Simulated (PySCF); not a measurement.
This script is equivalent to a calculation on Cs (caesium, neutral).

```python
from pyscf import gto, scf, dft, mp, cc
import basis_set_exchange as bse
txt = bse.get_basis("def2-TZVP", elements=["Cs"], fmt="nwchem", header=False)
cut = txt.index("\nECP")
mol = gto.M(atom="Cs 0 0 0", charge=0, spin=1, symmetry="D2h",
            basis=gto.basis.parse(txt[:cut]),
            ecp={"Cs": gto.basis.parse_ecp(txt[cut:])})
mf = scf.UHF(mol)
mf.irrep_nelec = {'Ag': (2, 1), 'B1u': (1, 1), 'B2u': (1, 1), 'B3u': (1, 1)}
mf.kernel()
```

Problem. What total energy does it give?

Solution. -19.85520 hartree (calculated).

Problem. Which occupied shell lies highest, and where?

Solution. 6s α, at -3.507 eV.

Problem. What is ⟨S²⟩, and what would a pure spin state give?

Solution. 0.750, against 0.75.

Energies and moments cover only the electrons outside the core potential. Spin-orbit coupling, which splits the p, d and f shells strongly at this Z, is absent.
